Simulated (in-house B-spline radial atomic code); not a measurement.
# Removing one electron from Sn⁴⁺

Closed shell [Kr] 4d10. Computed with a B-spline radial code for spherical atoms: Koopmans values of Dirac-Hartree-Fock plus a diagonal self-energy, in second order or with its direct term screened (direct RPA, with the hole-particle interaction, or full time-dependent Hartree-Fock), linearised in energy; no-pair Dirac-Coulomb Hamiltonian, finite nucleus. Shifts add to the Koopmans value (the ΔSCF shift is orbital relaxation alone); the final value takes TDHF screening with Breit and QED.

Command:
```bash
python run_mb.py task.json out
```
Settings (nuclear radius in fm, box in bohr, cutoff in hartree):
```
basis_form          2
Z                   50
core_configuration  [Kr] 4d10
rms_radius          4.6519
mass_number         120
speed_of_light      137.036
box_radius          12.128
lmax                7
intervals           62
virtual_cutoff      10000.0
```

Run time, properties included: 80 s on 1 thread of Arm Neoverse V1, with other jobs on the host.

Energies in eV:

| subshell | Koopmans | ΔSCF shift | second order | direct RPA | hole-particle | TDHF | Breit + QED | final |
| --- | --- | --- | --- | --- | --- | --- | --- | --- |
| 4d5/2 | 76.86 | -1.786 | ? | ? | ? | ? | ? | ? |
| 4d3/2 | 78.02 | -1.855 | -0.819 | 0.006 | -0.286 | -0.297 | -0.010 | 77.71 |

(1) What does the self-energy do to 4d5/2?

Results:

(1) It shifts the removal energy by -0.756 eV in second order, 0.035 with direct RPA, -0.247 with the hole-particle term and -0.255 with TDHF screening (quasi-particle weight 0.966); Breit and QED add 0.021 eV. The final value is 76.62 eV, against 77.03 ± 0.04 eV (NIST, measured).
